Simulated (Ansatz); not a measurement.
The cluster PbS2⁻: single points at one geometry.

```yaml
crystal:
  periodic: [false, false, false]
  atoms:
    - {symbol: Pb, position_ang: [-0.340887, 0.100198, 0.733210]}
    - {symbol: S, position_ang: [-1.828463, -0.708760, -1.205936]}
    - {symbol: S, position_ang: [2.169350, 0.608563, 0.472736]}
basis:
  gaussian: {orbitals: def2-TZVPD, initial_orbitals: start.molden}
total_charge: -1
magnetization: {spin_polarized: true, initial_magnetization: 3}
hamiltonian: {xc: pbe, dispersion: d4}
scf: {omitted_lower_state_checks: [starts]}
output: {orbitals: {seedname: orbitals}}
```

The file start.molden holds the orbitals of an earlier run on this structure, at another level or in another basis.

```sh
$ ansatz run in.yaml --threads 4 --pin off --events-out ev --progress --plain --max-ram 3916MiB
```

It prints (some lines left out):

```
Functional definition: PBE
982 factors; their error is unknown
mean field evaluation 1: about -26912.1975 eV, gradient 8.0e0 eV
mean field evaluation 2: about -26912.3662 eV, gradient 4.4e-1 eV
mean field evaluation 4: about -26912.3817 eV, gradient 9.5e-2 eV
mean field evaluation 8: about -26912.3820 eV, gradient 1.7e-5 eV
mean field evaluation 16: about -26912.4092 eV, gradient 1.7e-1 eV
mean field evaluation 32: about -26912.4156 eV, gradient 6.7e-5 eV
mean field -26912.41557575 eV, -989.0130305185 hartree, gradient 1.1e-6 eV, S^2 3.756843; 1 other end points of the search recorded, 0 dependent functions left out
reference -26912.41561919 eV, -989.0130321147 hartree; 29, 26 occupied and 119, 122 virtual orbitals, 982 factors
Total energy: -26912.52268946 eV, -989.0169668745 hartree
Checks for a lower state left out: starts
```

It took 9.5 s on 4 threads of Arm Neoverse V2 on a shared host.

First input, but with `hamiltonian: {xc: {text: "exchange = 0.85*pbe_x + 0.15*exact_x\ncorrelation = pbe_c"}}` (abridged; 7.5 s):

```
Functional definition: unnamed
mean field evaluation 16: about -26912.6797 eV, gradient 4.4e-6 eV
mean field -26912.67969228 eV, -989.0227366218 hartree, gradient 4.4e-6 eV, S^2 3.764193
Total energy: -26912.67973057 eV, -989.0227380290 hartree
Checks for a lower state left out: starts
```

First input, but with `hamiltonian: {xc: lda}` (abridged; 4.1 s):

```
Functional definition: SPW92
mean field evaluation 16: about -26839.2006 eV, gradient 1.7e-1 eV
mean field evaluation 32: about -26839.2168 eV, gradient 1.6e-5 eV
mean field -26839.21675468 eV, -986.3230234598 hartree, gradient 1.2e-6 eV, S^2 3.754166; 1 other end points of the search recorded, 0 dependent functions left out
Total energy: -26839.21679662 eV, -986.3230250013 hartree
Checks for a lower state left out: starts
```

The first input with `hamiltonian: {xc: {name: PBE-QIDH}}` and without the key `output` (abridged; 9 s):

```
Functional definition: PBE-QIDH
mean field -26894.89955132 eV, -988.3693284932 hartree, gradient 2.9e-6 eV, S^2 3.780756
14 core orbitals not correlated: weight in the atoms' cores, before any rotation towards them, 1.000 or more for the frozen orbitals, at most 0.000 for the correlated occupied ones
second order -21.01977170 eV of doubles, -0.00000000 eV of singles
Total energy: -26901.90615708 eV, -988.6268165059 hartree
Checks for a lower state left out: starts
```

As the first input, with `hamiltonian: {xc: {text: "exchange = 0.50*pbe_x + 0.50*exact_x\ncorrelation = pbe_c"}}` (abridged; 8 s):

```
Functional definition: unnamed
mean field -26913.89052404 eV, -989.0672338683 hartree, gradient 4.2e-6 eV, S^2 3.772847
Total energy: -26913.89054872 eV, -989.0672347751 hartree
Checks for a lower state left out: starts
```

The first input with `hamiltonian: {xc: {name: wB97X-V}}` (abridged; 23 s):

```
Functional definition: wB97X-V
mean field -26915.99549989 eV, -989.1445903038 hartree, gradient 6.6e-6 eV, S^2 3.769122
Total energy: -26915.99549816 eV, -989.1445902405 hartree
Checks for a lower state left out: starts
```

As the first input, with `hamiltonian: {xc: {name: wB97M-V}}` (abridged; 32 s):

```
Functional definition: wB97M-V
mean field -26917.19977007 eV, -989.1888464167 hartree, gradient 7.5e-7 eV, S^2 3.766873
Total energy: -26917.19981802 eV, -989.1888481788 hartree
Checks for a lower state left out: starts
```

Geometry: PBE-D4/def2-TZVPD.

In the def2 sets Pb takes a core potential; there is no spin–orbit coupling. Correlated methods freeze 14 core orbitals; core or outer-core shells of Pb are correlated, in sets that lack core-valence functions. At PBE-D4/def2-TZVPD, PBE with 15 % exact exchange/def2-TZVPD, LDA (SPW92)/def2-TZVPD the highest occupied level of the charge -1 quartet lies above zero (up to 1.02 eV). It is a level of α spin, whose loss leaves a triplet; that state wasn't run at this geometry and level. The electron is either unbound and held by the finite basis, or the level is raised by self-interaction error. At LDA (SPW92)/def2-TZVPD the gap within one spin of the charge -1 quartet nearly closes, so an electron or hole may be smeared out by delocalisation error. At PBE0-D4/def2-TZVPD a doublet of charge -1 lies 2.21 eV below the quartet, each at its own geometry. The structure comes from a short search, and lower isomers may exist.
